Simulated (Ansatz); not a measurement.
Process, species as SMILES: [Cl][Ga] (Cl-Ga) (closed-shell singlet) → Cl atom + Ga atom
B3LYP-D3(BJ)/def2-TZVP geometries, fixed; electronic energies without zero-point terms.
Largest species:
```xyz
2

Ga     0.0000     0.0000    -0.7929
Cl     0.0000     0.0000     1.4460
```

Basis-set convergence of the atomisation energy at HF with Ansatz (a first-principles code). Cartesian d functions, on some or all atoms, in 3-21G, 6-31G, 6-31G**, 6-311G**; all else is spherical. Open shells are unrestricted. No added dispersion term, no relativity. Functions are those of the species that has most. Reference: the value in pcseg-4, 83.52 kcal/mol, itself unsure by roughly 0.10 kcal/mol (its mean distance from aug-pcseg-3, aug-cc-pV(Q+d)Z, cc-pV(5+d)Z). Deviations are taken from unrounded values.

```json
[
 {"basis": "pcseg-0", "functions": "35", "atomisation energy (kcal/mol)": "78.53", "minus reference (kcal/mol)": "-4.99"},
 {"basis": "3-21G", "functions": "36", "atomisation energy (kcal/mol)": "84.97", "minus reference (kcal/mol)": "1.45"},
 {"basis": "6-31G", "functions": "42", "atomisation energy (kcal/mol)": "76.64", "minus reference (kcal/mol)": "-6.88"},
 {"basis": "def2-SVP", "functions": "50", "atomisation energy (kcal/mol)": "83.14", "minus reference (kcal/mol)": "-0.38"},
 {"basis": "6-31G**", "functions": "54", "atomisation energy (kcal/mol)": "81.39", "minus reference (kcal/mol)": "-2.13"},
 {"basis": "aug-pcseg-1", "functions": "63", "atomisation energy (kcal/mol)": "82.64", "minus reference (kcal/mol)": "-0.88"},
 {"basis": "aug-cc-pV(D+d)Z", "functions": "68", "atomisation energy (kcal/mol)": "82.85", "minus reference (kcal/mol)": "-0.66"},
 {"basis": "6-311G**", "functions": "71", "atomisation energy (kcal/mol)": "81.95", "minus reference (kcal/mol)": "-1.56"},
 {"basis": "pcseg-2", "functions": "77", "atomisation energy (kcal/mol)": "82.67", "minus reference (kcal/mol)": "-0.84"},
 {"basis": "cc-pV(T+d)Z", "functions": "82", "atomisation energy (kcal/mol)": "83.35", "minus reference (kcal/mol)": "-0.17"},
 {"basis": "def2-TZVPP", "functions": "90", "atomisation energy (kcal/mol)": "83.63", "minus reference (kcal/mol)": "0.11"},
 {"basis": "def2-TZVPD", "functions": "100", "atomisation energy (kcal/mol)": "83.91", "minus reference (kcal/mol)": "0.39"},
 {"basis": "aug-pcseg-2", "functions": "109", "atomisation energy (kcal/mol)": "83.48", "minus reference (kcal/mol)": "-0.04"},
 {"basis": "cc-pV(Q+d)Z", "functions": "132", "atomisation energy (kcal/mol)": "83.38", "minus reference (kcal/mol)": "-0.14"},
 {"basis": "def2-QZVP", "functions": "145", "atomisation energy (kcal/mol)": "83.40", "minus reference (kcal/mol)": "-0.12"},
 {"basis": "aug-pcseg-3", "functions": "182", "atomisation energy (kcal/mol)": "83.43", "minus reference (kcal/mol)": "-0.08"},
 {"basis": "cc-pV(5+d)Z", "functions": "204", "atomisation energy (kcal/mol)": "83.42", "minus reference (kcal/mol)": "-0.10"},
 {"basis": "pcseg-4", "functions": "216", "atomisation energy (kcal/mol)": "83.52", "minus reference (kcal/mol)": "0.00"}
]
```
